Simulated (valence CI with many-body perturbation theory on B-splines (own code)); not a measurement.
## Ho60+: calculated level list

Calculated by valence CI with perturbative core correlation (CI+MBPT): five valence electrons over a frozen Dirac-Fock core [He], radial functions for each j: 11 s, 11 p, 10 d, 8 f, 5 g, 2 h, with the one-electron correlation potential Σ1, the two-electron term Σ2, the three-electron term Σ3, Breit, model QED; selected CI, second order for the rest, scaled by the run's own slope (own B-spline code, finite nucleus).

No measured spectrum was set against this ion. As an estimate, large intervals hold to a few tenths of a per cent, small ones and those within an open d or f shell to about a per cent. Among the levels kept, up to 7300 cm⁻¹ of a level comes from second order outside the variational space, and about a tenth of that is noise between levels of different J, which matters for small intervals.

Levels 136 to 180 of 202, with energies above the lowest level, (2s^2 2p1/2^2 2p3/2) J=3/2. "Leading %" is the weight of the configuration and term that name the level; weights of strongly mixed levels are sums over their largest components and can fall short. In the jj column 3d3/2^4 stands for four electrons in 3d with j = 3/2. Lifetimes count E1, E2, E3, M1 and M2 decay at the calculated energies, and are blank where another channel may lead or the interval is too uncertain; long ones can be off by a factor of two.

```
No.  Configuration  Term     J  E (Ry)  Leading %                      Leading jj  Second component  Lifetime
136        2s2p³3d   ⁶D°   1/2  709.29         47   2s 2p1/2 2p3/2^2 3d3/2 (99 %)  18 % 2s2p³3d ⁴D°   5.02 fs
137        2s2p³3d   ⁶D°   5/2  709.46         37   2s 2p1/2 2p3/2^2 3d3/2 (96 %)  29 % 2s2p³3d ⁴F°   3.88 fs
138          2p⁴3s    ²S   1/2  709.99         42       2p1/2^2 2p3/2^2 3s (65 %)     15 % 2p⁴3s ⁴P   5.43 fs
139        2s2p³3p    ⁴P   3/2  710.10         30   2s 2p1/2 2p3/2^2 3p3/2 (98 %)   24 % 2s2p³3p ⁴D   7.68 fs
140        2s2p³3d   ⁴G°   7/2  710.15         36   2s 2p1/2 2p3/2^2 3d3/2 (97 %)  23 % 2s2p³3d ⁶D°   2.61 fs
141        2s2p³3p    ²P   1/2  711.17         72   2s 2p1/2 2p3/2^2 3p3/2 (99 %)   17 % 2s2p³3p ⁴D   75.2 fs
142        2s2p³3p    ⁴P   5/2  711.43         49   2s 2p1/2 2p3/2^2 3p3/2 (91 %)   16 % 2s2p³3p ⁴F   4.53 fs
143        2s2p³3p    ⁴P   3/2  711.62         35   2s 2p1/2 2p3/2^2 3p3/2 (98 %)   21 % 2s2p³3p ²P   8.04 fs
144        2s2p³3p    ²F   7/2  711.71         79   2s 2p1/2 2p3/2^2 3p3/2 (99 %)   14 % 2s2p³3p ⁴F   4.58 fs
145        2s2p³3p    ²D   5/2  712.18         47   2s 2p1/2 2p3/2^2 3p3/2 (98 %)   20 % 2s2p³3p ⁴D   24.6 fs
146          2p⁴3p   ⁴P°   3/2  712.39         19    2p1/2^2 2p3/2^2 3p1/2 (60 %)  16 % 2s2p³3d ⁴P°    755 as
147        2s2p³3d   ⁴G°   9/2  712.48         51   2s 2p1/2 2p3/2^2 3d3/2 (95 %)  35 % 2s2p³3d ²G°    268 fs
148        2s2p³3d   ⁴D°   5/2  712.55         20    2p1/2^2 2p3/2^2 3p1/2 (50 %)    14 % 2p⁴3p ²D°    853 as
149        2s2p³3p    ²D   3/2  712.67         35   2s 2p1/2 2p3/2^2 3p3/2 (99 %)   22 % 2s2p³3p ²P   5.44 fs
150        2s2p³3p    ²D   5/2  712.89         50   2s 2p1/2 2p3/2^2 3p3/2 (98 %)   19 % 2s2p³3p ⁴D   28.2 fs
151        2s2p³3d   ⁴F°   7/2  713.17         40   2s 2p1/2 2p3/2^2 3d3/2 (96 %)  34 % 2s2p³3d ⁴D°   1.17 fs
152        2s2p³3d   ⁶D°   9/2  713.70         48   2s 2p1/2 2p3/2^2 3d5/2 (96 %)  16 % 2s2p³3d ²G°    625 fs
153        2s2p³3p    ²P   1/2  713.80         38   2s 2p1/2 2p3/2^2 3p3/2 (76 %)     15 % 2p⁴3s ²S   5.10 fs
154        2s2p³3d   ⁴D°   7/2  714.07         45   2s 2p1/2 2p3/2^2 3d5/2 (97 %)  24 % 2s2p³3d ⁶D°   26.8 fs
155        2s2p³3d   ⁴P°   5/2  714.12         23   2s 2p1/2 2p3/2^2 3d3/2 (51 %)  16 % 2s2p³3d ⁴D°   2.35 fs
156        2s2p³3p    ²P   1/2  714.51         48   2s 2p1/2 2p3/2^2 3p3/2 (89 %)   16 % 2s2p³3p ⁴P   5.92 fs
157        2s2p³3p    ²D   3/2  714.61         47   2s 2p1/2 2p3/2^2 3p3/2 (98 %)   24 % 2s2p³3p ²P   8.24 fs
158        2s2p³3d   ⁴P°   3/2  714.69         24   2s 2p1/2 2p3/2^2 3d3/2 (61 %)  21 % 2s2p³3d ⁴S°   2.50 fs
159        2s2p³3d   ⁴D°   1/2  715.46         68   2s 2p1/2 2p3/2^2 3d5/2 (84 %)  13 % 2s2p³3d ⁴P°   2.47 fs
160        2s2p³3d   ⁴F°   3/2  715.99         42   2s 2p1/2 2p3/2^2 3d3/2 (63 %)  20 % 2s2p³3d ⁴D°   2.63 fs
161        2s2p³3d   ⁴D°   5/2  716.52         52   2s 2p1/2 2p3/2^2 3d5/2 (88 %)  10 % 2s2p³3d ⁶D°   1.01 fs
162        2s2p³3d   ⁴G°  11/2  716.81        100  2s 2p1/2 2p3/2^2 3d5/2 (100 %)                     1.02 ps
163          2p⁴3p   ²P°   1/2  716.99         57    2p1/2^2 2p3/2^2 3p1/2 (78 %)    15 % 2p⁴3p ⁴D°    944 as
164        2s2p³3d   ⁴F°   9/2  717.06         66   2s 2p1/2 2p3/2^2 3d5/2 (98 %)  33 % 2s2p³3d ²G°    327 fs
165        2s2p³3d   ⁴F°   3/2  717.29         35   2s 2p1/2 2p3/2^2 3d5/2 (57 %)  26 % 2s2p³3d ⁴D°   1.07 fs
166        2s2p³3d   ²F°   5/2  717.91         33   2s 2p1/2 2p3/2^2 3d3/2 (92 %)  18 % 2s2p³3d ⁴G°   14.1 fs
167        2s2p³3d   ⁴D°   3/2  717.97         35   2s 2p1/2 2p3/2^2 3d3/2 (90 %)  22 % 2s2p³3d ⁴F°   5.93 fs
168        2s2p³3d   ²S°   1/2  717.98         49   2s 2p1/2 2p3/2^2 3d5/2 (56 %)  30 % 2s2p³3d ⁴D°   2.53 fs
169        2s2p³3d   ²G°   7/2  718.10         65   2s 2p1/2 2p3/2^2 3d3/2 (79 %)  12 % 2s2p³3d ⁴G°   9.13 fs
170        2s2p³3d   ²P°   1/2  718.47         40   2s 2p1/2 2p3/2^2 3d3/2 (59 %)  24 % 2s2p³3d ⁴D°   1.58 fs
171        2s2p³3d   ²F°   5/2  718.78         26   2s 2p1/2 2p3/2^2 3d3/2 (80 %)  24 % 2s2p³3d ²D°   5.77 fs
172        2s2p³3d   ²P°   3/2  719.11         28   2s 2p1/2 2p3/2^2 3d5/2 (64 %)  21 % 2s2p³3d ²D°   1.09 fs
173        2s2p³3d   ²F°   7/2  719.48         59   2s 2p1/2 2p3/2^2 3d5/2 (77 %)  18 % 2s2p³3d ²G°   1.47 fs
174        2s2p³3d   ²F°   5/2  719.91         45   2s 2p1/2 2p3/2^2 3d3/2 (87 %)  12 % 2s2p³3d ²D°    883 as
175        2s2p³3d   ²P°   3/2  720.17         49   2s 2p1/2 2p3/2^2 3d3/2 (76 %)  34 % 2s2p³3d ²D°   1.01 fs
176        2s2p³3d   ²D°   5/2  720.24         57   2s 2p1/2 2p3/2^2 3d5/2 (73 %)  10 % 2s2p³3d ⁴P°    915 as
177        2s2p³3d   ²D°   3/2  720.35         30   2s 2p1/2 2p3/2^2 3d3/2 (85 %)  15 % 2s2p³3d ²P°    730 as
178        2s2p³3d   ²P°   1/2  720.71         51   2s 2p1/2 2p3/2^2 3d3/2 (73 %)  17 % 2s2p³3d ⁴D°   1.08 fs
179        2s2p³3d   ²P°   1/2  721.07         43   2s 2p1/2 2p3/2^2 3d3/2 (89 %)  20 % 2s2p³3d ⁴D°    898 as
180        2s2p³3d   ⁴P°   5/2  721.91         32   2s 2p1/2 2p3/2^2 3d5/2 (96 %)  26 % 2s2p³3d ⁴D°   1.93 fs
```
